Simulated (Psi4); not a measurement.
C3H7O2 (SMILES COC[CH]O), doublet, geometry from GFN2-xTB, atoms displaced at random by about 0.08 Å a coordinate; B3LYP/6-31G, gradient run with Psi4.

Here is a job for Psi4.
```
memory 2 GB

molecule {
0 2
C     1.84435263    1.09413012    0.19081355
O     0.61306880    0.63688101    0.33595657
C     0.18317103   -0.36865083   -0.82649179
C    -1.39826706   -0.70988865   -0.47077640
O    -1.88681816   -0.42831749    0.70124234
H     2.12959130    1.35686091   -0.78877837
H     2.15276430    1.54780521    0.99111657
H     2.44473936   -0.11799592    0.40195214
H     0.74127595   -1.40466800   -0.57827642
H     0.25830029    0.16130529   -1.66651711
H    -1.75058207   -1.19320137   -1.16544039
H    -1.15258002   -0.02435631    1.08654168
symmetry c1
no_reorient
no_com
}

set {
  basis 6-31g
  reference uks
}

gradient('b3lyp')
print_variables()
```

Task: Write the output that Psi4 gives for this input, abridged.

Result: 
```
gradient() will perform analytic gradient computation.

   => Loading Basis Set <=

    Name: 6-31G
    Role: ORBITAL
    Keyword: BASIS

         ---------------------------------------------------------
                                   SCF
               by Justin Turney, Rob Parrish, Andy Simmonett
                          and Daniel G. A. Smith
                              UKS Reference
         ---------------------------------------------------------

  ==> Geometry <==

    Molecular point group: c1
    Full point group: C1

    Geometry (in Angstrom), charge = 0, multiplicity = 2:

       Center              X                  Y                   Z               Mass
    ------------   -----------------  -----------------  -----------------  -----------------
         C            1.844352630000     1.094130120000     0.190813550000    12.000000000000
         O            0.613068800000     0.636881010000     0.335956570000    15.994914619570
         C            0.183171030000    -0.368650830000    -0.826491790000    12.000000000000
         C           -1.398267060000    -0.709888650000    -0.470776400000    12.000000000000
         O           -1.886818160000    -0.428317490000     0.701242340000    15.994914619570
         H            2.129591300000     1.356860910000    -0.788778370000     1.007825032230
         H            2.152764300000     1.547805210000     0.991116570000     1.007825032230
         H            2.444739360000    -0.117995920000     0.401952140000     1.007825032230
         H            0.741275950000    -1.404668000000    -0.578276420000     1.007825032230
         H            0.258300290000     0.161305290000    -1.666517110000     1.007825032230
         H           -1.750582070000    -1.193201370000    -1.165440390000     1.007825032230
         H           -1.152580020000    -0.024356310000     1.086541680000     1.007825032230

  Running in c1 symmetry.

  Rotational constants: A =      0.42308  B =      0.09345  C =      0.07991 [cm^-1]
  Rotational constants: A =  12683.51872  B =   2801.61058  C =   2395.75304 [MHz]
  Nuclear repulsion =  182.443989264972402

  Charge       = 0
  Multiplicity = 2
  Electrons    = 41
  Nalpha       = 21
  Nbeta        = 20

  ==> Algorithm <==

  SCF Algorithm Type is DF.
  DIIS enabled.
  MOM disabled.
  Fractional occupation disabled.
  Guess Type is SAD.
  Energy threshold   = 1.00e-08
  Density threshold  = 1.00e-08
  Integral threshold = 1.00e-12

  ==> Primary Basis <==

  Basis Set: 6-31G
    Blend: 6-31G
    Number of shells: 39
    Number of basis functions: 59
    Number of Cartesian functions: 59
    Spherical Harmonics?: false
    Max angular momentum: 1

  ==> DFT Potential <==

   => LibXC <=

    Version 7.1.2
    S. Lehtola, C. Steigemann, M. J. T. Oliveira, and M. A. L. Marques,  SoftwareX 7, 1–5 (2018) (10.1016/j.softx.2017.11.002)

   => Composite Functional: B3LYP <=

    B3LYP Hyb-GGA Exchange-Correlation Functional

    P. J. Stephens, F. J. Devlin, C. F. Chabalowski, and M. J. Frisch,  J. Phys. Chem. 98, 11623 (1994) (10.1021/j100096a001)

    Deriv               =              1
    GGA                 =           TRUE
    Meta                =          FALSE

    Exchange Hybrid     =           TRUE
    MP2 Hybrid          =          FALSE

   => Exchange Functionals <=

    0.0800   Slater exchange
    0.7200         Becke 88

   => Exact (HF) Exchange <=

    0.2000               HF

   => Correlation Functionals <=

    0.1900   Vosko, Wilk & Nusair (VWN5_RPA)
    0.8100   Lee, Yang & Parr

   => LibXC Density Thresholds  <==

    XC_HYB_GGA_XC_B3LYP:  1.00E-15

   => Molecular Quadrature <=

    Radial Scheme          =       TREUTLER
    Pruning Scheme         =           NONE
    Nuclear Scheme         =       TREUTLER

    Blocking Scheme        =         OCTREE
    BS radius alpha        =              1
    Pruning alpha          =              1
    Radial Points          =             75
[...]
  @DF-UKS Final Energy:  -268.65978010538748
    Total Energy =                       -268.6597801053874832
[...]
         H            0.741275950000    -1.404668000000    -0.578276420000     1.007825032230
         H            0.258300290000     0.161305290000    -1.666517110000     1.007825032230
         H           -1.750582070000    -1.193201370000    -1.165440390000     1.007825032230
         H           -1.152580020000    -0.024356310000     1.086541680000     1.007825032230

  Nuclear repulsion =  182.443989264972402

  ==> Basis Set <==

  Basis Set: 6-31G
    Blend: 6-31G
    Number of shells: 39
    Number of basis functions: 59
    Number of Cartesian functions: 59
    Spherical Harmonics?: false
    Max angular momentum: 1

  ==> DFJKGrad: Density-Fitted SCF Gradients <==

    Gradient:                    1
    J tasked:                  Yes
    K tasked:                  Yes
    wK tasked:                  No
    Integrals threads:           1
    Schwarz Cutoff:          1E-12
    Fitting Condition:       1E-10

   => Auxiliary Basis Set <=

  Basis Set: (6-31G AUX)
    Blend: CC-PVDZ-JKFIT
    Number of shells: 183
    Number of basis functions: 580
    Number of Cartesian functions: 580
    Spherical Harmonics?: false
    Max angular momentum: 3

  ==> DFT Potential <==

   => LibXC <=

    Version 7.1.2
    S. Lehtola, C. Steigemann, M. J. T. Oliveira, and M. A. L. Marques,  SoftwareX 7, 1–5 (2018) (10.1016/j.softx.2017.11.002)

   => Composite Functional: B3LYP <=

    B3LYP Hyb-GGA Exchange-Correlation Functional

    P. J. Stephens, F. J. Devlin, C. F. Chabalowski, and M. J. Frisch,  J. Phys. Chem. 98, 11623 (1994) (10.1021/j100096a001)

    Deriv               =              1
    GGA                 =           TRUE
    Meta                =          FALSE

    Exchange Hybrid     =           TRUE
    MP2 Hybrid          =          FALSE

   => Exchange Functionals <=

    0.0800   Slater exchange
    0.7200         Becke 88

   => Exact (HF) Exchange <=

    0.2000               HF

   => Correlation Functionals <=

    0.1900   Vosko, Wilk & Nusair (VWN5_RPA)
    0.8100   Lee, Yang & Parr

   => LibXC Density Thresholds  <==

    XC_HYB_GGA_XC_B3LYP:  1.00E-15

   => Molecular Quadrature <=

    Radial Scheme          =       TREUTLER
    Pruning Scheme         =           NONE
    Nuclear Scheme         =       TREUTLER

    Blocking Scheme        =         OCTREE
    BS radius alpha        =              1
    Pruning alpha          =              1
    Radial Points          =             75
    Spherical Points       =            302
    Total Points           =         255218
    Total Blocks           =           1947
    Max Points             =            256
    Max Functions          =             58
    Weights Tolerance      =       1.00E-15

  -Total Gradient:
     Atom            X                  Y                   Z
    ------   -----------------  -----------------  -----------------
       1       -0.063522588537     0.151648201260     0.046659724512
       2        0.125211874247     0.035661073729     0.030353409705
       3        0.044867093363     0.060513345824    -0.157229513929
       4       -0.159827063705    -0.095312138576    -0.026551979529
       5        0.057971733227     0.017012890529    -0.026830200435
       6       -0.011315068550    -0.021465733032     0.020972230837
       7       -0.034529573225    -0.072245739902    -0.082984423989
       8       -0.003997922344    -0.060113257885     0.017242870174
       9        0.006243021513    -0.049790162266     0.024104041221
      10       -0.016000348490    -0.028971308254     0.077641439609
      11        0.098235915198     0.103736117052     0.130568660614
      12       -0.043325752559    -0.040681049491    -0.053971442477

  Variable Map:
  ----------------------------------------------------------------------------
[...]
  Array Variable Map:
  ----------------------------------------------------------------------------
[...]
[...]
```
